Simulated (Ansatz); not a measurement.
`F[SiH2][SiH2]S` + `OCS` → `OCS[SiH2]S` + `F[SiH3]`  (cleavage of the Si–Si bond)

Program: Ansatz. Geometries: PBE0-D4/def2-TZVP. ΔE: electronic, gas phase. CCSD(T)/CBS is the MP2 limit (def2-TZVPP, def2-QZVPP) plus CCSD(T) − MP2 in def2-TZVPP, frozen cores. This one scheme is used for every species. Functionals use def2-TZVPP. B3LYP here is the variant with VWN-RPA as its local correlation; programs differ in this. Each species was taken in one conformer, which may not be the lowest.

`F[SiH2][SiH2]S`:

Cartesian coordinates in Å:
```
F -1.615 -0.211 1.421
Si -0.040 -0.504 1.261
Si 0.649 0.520 -0.731
S -0.684 -0.089 -2.293
H 0.643 0.032 2.468
H 0.145 -1.976 1.197
H 1.990 0.027 -1.139
H 0.708 2.000 -0.588
H -1.796 0.200 -1.596
```

`OCS`:

Cartesian coordinates in Å:
```
O 0.378 0.424 1.106
C 0.283 -0.167 -0.166
S -0.823 0.776 -1.217
H 0.945 -0.130 1.652
H 1.242 -0.158 -0.699
H -0.071 -1.201 -0.107
H -1.954 0.456 -0.569
```

`OCS[SiH2]S`:

Z-matrix (Å, degrees):
```
C
S 1 1.851
O 1 1.381 2 114.3
H 1 1.089 2 104.7 3 -117.9
H 1 1.096 2 107.5 3 126.6
Si 2 2.110 1 98.4 3 -86.0
H 3 0.967 1 108.1 2 67.1
S 6 2.160 2 109.8 1 56.1
H 6 1.486 2 112.8 1 -61.2
H 6 1.481 2 106.7 1 176.9
H 8 1.343 6 94.2 2 -132.5
```

`F[SiH3]`:

Cartesian coordinates in Å:
```
F -0.089 0.452 1.490
Si 0.002 -0.012 -0.039
H -1.370 -0.052 -0.596
H 0.622 -1.357 -0.081
H 0.835 0.969 -0.774
```

```json
{"level": "r2SCAN-D4", "ΔE (kcal/mol)": "-20.2", "difference from CCSD(T)/CBS": "0.0"}
{"level": "PBE0-D4", "ΔE (kcal/mol)": "-18.8", "difference from CCSD(T)/CBS": "1.4"}
{"level": "ωB97X-V", "ΔE (kcal/mol)": "-18.9", "difference from CCSD(T)/CBS": "1.3"}
{"level": "ωB97M-V", "ΔE (kcal/mol)": "-20.5", "difference from CCSD(T)/CBS": "-0.3"}
{"level": "B2PLYP", "ΔE (kcal/mol)": "-19.8", "difference from CCSD(T)/CBS": "0.4"}
{"level": "PBE", "ΔE (kcal/mol)": "-17.5", "difference from CCSD(T)/CBS": "2.7"}
{"level": "r2SCAN", "ΔE (kcal/mol)": "-19.9", "difference from CCSD(T)/CBS": "0.3"}
{"level": "B3LYP", "ΔE (kcal/mol)": "-17.9", "difference from CCSD(T)/CBS": "2.3"}
{"level": "HF/def2-TZVPP", "ΔE (kcal/mol)": "-18.1", "difference from CCSD(T)/CBS": "2.1"}
{"level": "MP2/def2-TZVPP", "ΔE (kcal/mol)": "-22.7", "difference from CCSD(T)/CBS": "-2.5"}
{"level": "SCS-MP2/def2-TZVPP", "ΔE (kcal/mol)": "-21.3", "difference from CCSD(T)/CBS": "-1.1"}
{"level": "HF/def2-QZVPP", "ΔE (kcal/mol)": "-18.0", "difference from CCSD(T)/CBS": "2.2"}
{"level": "MP2/def2-QZVPP", "ΔE (kcal/mol)": "-22.9", "difference from CCSD(T)/CBS": "-2.7"}
{"level": "SCS-MP2/def2-QZVPP", "ΔE (kcal/mol)": "-21.5", "difference from CCSD(T)/CBS": "-1.3"}
{"level": "HF/CBS(def2)", "ΔE (kcal/mol)": "-18.0", "difference from CCSD(T)/CBS": "2.2"}
{"level": "CCSD/CBS(def2)", "ΔE (kcal/mol)": "-19.3", "difference from CCSD(T)/CBS": "0.9"}
{"level": "CCSD(T)/CBS", "ΔE (kcal/mol)": "-20.2", "difference from CCSD(T)/CBS": "0"}
```

Largest T1 diagnostic among the species: 0.012.

The D4 term adds −1.8 kcal/mol with B3LYP and −1.0 kcal/mol with PBE0; it sums over pairs of atoms, weighted by their polarisabilities, and B3LYP, whose exchange is more repulsive, gets the larger term. In def2-TZVPP, CCSD(T) changes the Hartree–Fock value by −1.7 kcal/mol (the triples alone add −0.9 kcal/mol) and MP2 by −4.6 kcal/mol.
